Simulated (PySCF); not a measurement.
Isomers of C7H7Cl3, one GFN2-xTB conformer each. Single-point energies are computed at PBE0/pcSseg-1 (PySCF, gas phase, no added dispersion term), electronic only.

| SMILES | GFN2-xTB relative energy (kJ/mol) |
| --- | --- |
| C=C/C=C(Cl)/C=C/C(Cl)Cl | 0.0 |
| C=C/C=C\C=C/C(Cl)(Cl)Cl | 34.3 |
| C=C/C=C/C=C/C(Cl)(Cl)Cl | 20.2 |

Conformers: `[CH2:1]=[CH:2]/[CH:3]=[C:4]([Cl:5])/[CH:6]=[CH:7]/[CH:8]([Cl:9])[Cl:10]` with C1–C2–C3–C4 180°, C3–C4–C6–C7 180°, C6–C7–C8–Cl9 -120°; `[CH2:1]=[CH:2]/[CH:3]=[CH:4]\[CH:5]=[CH:6]/[C:7]([Cl:8])([Cl:9])[Cl:10]` with C1–C2–C3–C4 180°, C3–C4–C5–C6 180°; `[CH2:1]=[CH:2]/[CH:3]=[CH:4]/[CH:5]=[CH:6]/[C:7]([Cl:8])([Cl:9])[Cl:10]` with C1–C2–C3–C4 180°, C3–C4–C5–C6 180°.

What does PBE0/pcSseg-1 give for the same structures?

| SMILES | PBE0/pcSseg-1 E (Eh) | PBE0/pcSseg-1 (kJ/mol) | GFN2-xTB (kJ/mol) | point group |
| --- | --- | --- | --- | --- |
| C=C/C=C(Cl)/C=C/C(Cl)Cl | -1650.63040 | 0.0 | 0.0 | Cs |
| C=C/C=C/C=C/C(Cl)(Cl)Cl | -1650.61866 | 30.8 | 20.2 | Cs |
| C=C/C=C\C=C/C(Cl)(Cl)Cl | -1650.60937 | 55.2 | 34.3 | Cs |

Both levels put the same isomer lowest; measured from each level's own lowest isomer, the values differ by up to 20.9 kJ/mol (C=C/C=C\C=C/C(Cl)(Cl)Cl: 34.3 against 55.2). C=C/C=C/C=C/C(Cl)(Cl)Cl and C=C/C=C\C=C/C(Cl)(Cl)Cl are stereoisomers, 24.4 kJ/mol apart in the conformers taken.

Which frontier levels, dipoles and rotational constants go with these structures?

```
                 SMILES  HOMO (eV, PBE0/pcSseg-1)  LUMO (eV)  dipole (D)       A, B, C (MHz)
C=C/C=C(Cl)/C=C/C(Cl)Cl                     -6.75      -2.24        3.55  1709, 293.4, 293.4
C=C/C=C/C=C/C(Cl)(Cl)Cl                     -6.71      -2.13        3.18  1679, 299.6, 298.1
C=C/C=C\C=C/C(Cl)(Cl)Cl                     -6.76      -2.25        3.07  1779, 368.3, 365.8
```
